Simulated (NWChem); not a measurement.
System: C₂H₃ClF₂; SMILES CC(F)(F)Cl

Input file for NWChem:

```
start job
memory heap 200 mb stack 900 mb global 1100 mb
geometry units angstroms noautoz
  C     -1.376518    -0.907836     0.000000
  C      0.028248    -0.354414     0.000000
  F      0.714957    -0.770960    -1.090620
  F      0.714957    -0.770960     1.090620
  Cl     0.024619     1.457736     0.000000
  H     -1.916534    -0.567274    -0.901704
  H     -1.916534    -0.567274     0.901704
  H     -1.318523    -2.014020     0.000000
end
basis spherical
  * library 6-31+g*
end
dft
  xc xpbe96 cpbe96
  iterations 150
  mulliken
end
task dft energy
```

Coordinates come from a PBE-D3(BJ)/def2-SVP optimisation.

### Question
Predict the main results of this run. (PBE/6-31+G* (spherical d).) Quantities: basis functions; energy (Ha); highest occupied level (eV); orbital gap (eV); dipole (D).

### Answer
```json
{
  "number_of_basis_functions": "100",
  "energy (Ha)": "-737.43",
  "highest occupied level (eV)": "-7.88",
  "orbital gap (eV)": "6.75",
  "dipole (D)": "2.27"
}
```
